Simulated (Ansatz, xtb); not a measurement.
Two isomers of C3H2FNSe

Structure X is `Fc1ccn[se]1`, a singlet and structure Y is `Fc1cc[se]n1`, a singlet. Both are isolated molecules in the gas phase, relaxed with PBE0-D3(BJ)/def2-SVP.

Task: Which of the two would you expect CCSD(T)/def2-SVP + ΔMP2/def2-TZVPP electronic energies to favour?

Result: Structure Y; the calculation gives E(Y) − E(X) = −0.405 eV.

Level by level:

```csv
level,geometry,E(Y) − E(X) (eV),departure from the last row (eV),"job, with rough time for the two"
GFN2-xTB,GFN2-xTB,−0.192,+0.214,"optimisation, 0.26 s"
HF/STO-3G,GFN2-xTB,−0.108,+0.297,"single point, 1.3 s"
r2SCAN-D4/def2-SVP,GFN2-xTB,−0.388,+0.017,"single point, 5.5 s"
PBE0-D3(BJ)/def2-SVP,PBE0-D3(BJ)/def2-SVP,−0.391,+0.014,"optimisation, 53 s"
HF/def2-SVP,PBE0-D3(BJ)/def2-SVP,−0.484,−0.079,part of the CCSD(T) run
MP2/def2-SVP,PBE0-D3(BJ)/def2-SVP,−0.409,−0.004,part of the CCSD(T) run
CCSD(T)/def2-SVP,PBE0-D3(BJ)/def2-SVP,−0.392,+0.013,single point
CCSD(T)/def2-SVP + ΔMP2/def2-TZVPP,PBE0-D3(BJ)/def2-SVP,−0.405,,"single point, 73 s"
```

As drawn, both hold the same kinds of bond in the same numbers.

The levels shown agree on the order. The largest departure from CCSD(T)/def2-SVP + ΔMP2/def2-TZVPP is that of HF/STO-3G, 0.297 eV. The last row adds to CCSD(T) the change of the MP2 difference between the two basis sets, here −0.013 eV.

With thermal terms from frequencies at re-optimised GFN2-xTB minima (ideal gas, soft modes damped towards free rotors, one conformer each, 298.15 K, 1 atm): on the last row, ΔE + ΔZPE = −0.407, ΔH = −0.410, ΔG = −0.405 eV.

The correlated steps freeze 14 core orbitals; the filled d shell of Se is correlated, in a basis made for valence electrons. Programs: Ansatz 0.2.0, xtb 6.7.1; the last row on 2 threads of Intel(R) Xeon(R) Processor @ 2.70GHz on a shared host.
